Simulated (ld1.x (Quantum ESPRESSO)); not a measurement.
**What the settings do to the TM potential of vanadium**

Base potential:

- Element: vanadium (V)
- Generator: ld1.x (Quantum ESPRESSO) 7.5
- Type: norm-conserving Troullier–Martins (Kleinman–Bylander form)
- Functional: Wu–Cohen
- Relativity: scalar-relativistic
- Frozen core: [Ne]
- Valence charge: 13
- Reference configuration: 3s2 3p6 3d3 4s2 4p0
- Partial waves: 3s (bound): rc 1.50 bohr; 3p (bound): rc 1.50 bohr; 3d (bound): rc 2.40 bohr
- Local potential: all-electron potential smoothed inside 1.30 bohr (lloc = -1)
- Core correction: Bessel-smoothed model core inside 1.15 bohr

Occupied shells without a wave of their own: 4s. They enter only through the test configuration that unscreens the potential, and ld1.x also counts them in the model core charge.

All-electron outer shells of the reference configuration (Wu–Cohen, scalar-relativistic, ld1.x):

| shell | level (eV) | outermost node (bohr) | outermost maximum (bohr) |
| --- | --- | --- | --- |
| 2s | -602.25 | 0.09 | 0.26 |
| 2p | -503.17 | – | 0.21 |
| 3s | -70.06 | 0.38 | 0.82 |
| 3p | -43.97 | 0.35 | 0.84 |
| 3d | -5.19 | – | 0.90 |
| 4s | -4.73 | 1.17 | 2.76 |
| 4p | -1.41 | 1.30 | 3.63 |

Cutoffs, loose and tight: the cutoffs (Ry, on a coarse ladder) from which the occupation-weighted sum of valence levels, in a spherical-Bessel basis at the reference potential, stays within 10 and 1 mRy of its value at 400 Ry. They do not see the model core or the augmentation charge, which bear on the density cutoff. Test errors are all-electron minus pseudo excitation energies from the reference, over the configurations 3s2 3p6 3d3 4s1 4p0; 3s2 3p6 3d3 4s0 4p0; 3s2 3p6 3d2 4s0 4p0; 3s2 3p6 3d1 4s0 4p0; 3s2 3p6 3d4 4s0 4p0; 3s2 3p6 3d4 4s1 4p0; 3s2 3p6 3d2 4s2 4p0. A dash means not determined; rows that change the core or the reference have their own tests.

With those shells counted twice in exchange and correlation these files are broken, and their errors move erratically; no question is asked of them.

```tsv
change	outcome	cutoff, loose	cutoff, tight	bound ghosts	largest test error (meV)
base	generated, misses its reference levels by 0.17 eV	50 Ry	90 Ry	none	-2101
core correction Bessel-smoothed model core inside 1.74 bohr	generated, misses its reference levels by 0.17 eV	50 Ry	90 Ry	none	-2098
local potential all-electron potential smoothed inside 2.38 bohr (lloc = -1)	generated, misses its reference levels by 0.39 eV	50 Ry	90 Ry	none	+2071
wave 3s (bound): rc 1.50 bohr becomes 3s (bound): rc 1.86 bohr	generated, misses its reference levels by 0.38 eV	50 Ry	90 Ry	none	-3307
all radii but the core radius scaled by about 1.24 (s 1.86, p 1.86, d 2.98 bohr); local potential all-electron potential smoothed inside 1.62 bohr (lloc = -1)	generated, misses its reference levels by 0.48 eV	45 Ry	80 Ry	none	+4302
functional LDA (PZ)	generated, misses its reference levels by 0.17 eV	50 Ry	90 Ry	none	-1894
wave 3p (bound): rc 1.50 bohr becomes 3p (bound): rc 1.18 bohr	generated, misses its reference levels by 0.17 eV	70 Ry	100 Ry	none	-2101
```
